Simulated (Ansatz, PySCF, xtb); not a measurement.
Reaction (SMILES): C=CC[SiH2]CC=C + 8 [H][H] (H2) -> 6 C (CH4) + [SiH4] (SiH4)
Geometries: B3LYP-D3(BJ)/def2-TZVP minima from Ansatz (a quantum-chemistry and plane-wave program), one conformer each, not searched for the lowest. Frequencies are from Ansatz or PySCF.

Wanted: energy of full hydrogenation (enthalpy at 298 K, with B3LYP-D3(BJ) rigid-rotor harmonic-oscillator terms), in kcal/mol. Valence correlation only, unless marked. No spin-orbit coupling. Non-relativistic. Basis-set limits of correlation are two-point, X^-3; Hartree-Fock from the larger set. [CCSD(T)-MP2]/basis is that difference in the basis named.

```
level     program  energy of full hydrogenation (kcal/mol)
--------  -------  ---------------------------------------
GFN2-xTB      xtb                                   -183.1
```

**Question.** Estimate the value at RI-MP2/CBS(aug-cc-pV(T+d)Z,aug-cc-pV(Q+d)Z)+[CCSD(T)-MP2]/aug-cc-pV(T+d)Z as computed with Ansatz.

**Answer.** -121.8 kcal/mol, so GFN2-xTB differs from it by -61.3 kcal/mol.
